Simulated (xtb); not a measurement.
CH2I (SMILES [CH2]I), doublet, geometry from GFN2-xTB. Base run: GFN1-xTB in xtb.

xtb was given this input:
```
$ xtb mol.xyz --gfn 1 --uhf 1 --json

# file mol.xyz
4

C     -1.76238477    -0.01833772     0.07881161
I      0.28516808     0.00308136    -0.00770438
H     -2.28046389     0.90745591    -0.05339585
H     -2.25913562    -0.96074191    -0.01114158
```

Variants of this job, named by their change:

```csv
change,ΔE vs base (kcal/mol),dipole (D),G_solv (kcal/mol),SCF cycles
base,0.000,0.44,-,9
etemp = 10000,-18.93,0.35,-,9
gbsa = thf,-4.19,0.43,-4.20,9
alpb = benzene,-3.27,0.44,-3.27,9
acc = 0.0001,0.000,0.44,-,12
acc = 1000,0.000,0.43,-,6
gbsa = toluene,-3.64,0.44,-3.64,9
file = coord,0.000,0.44,-,9
```

ALPB and GBSA are two models with their own fitted parameters for each solvent, which aren't always the measured dielectric constant.
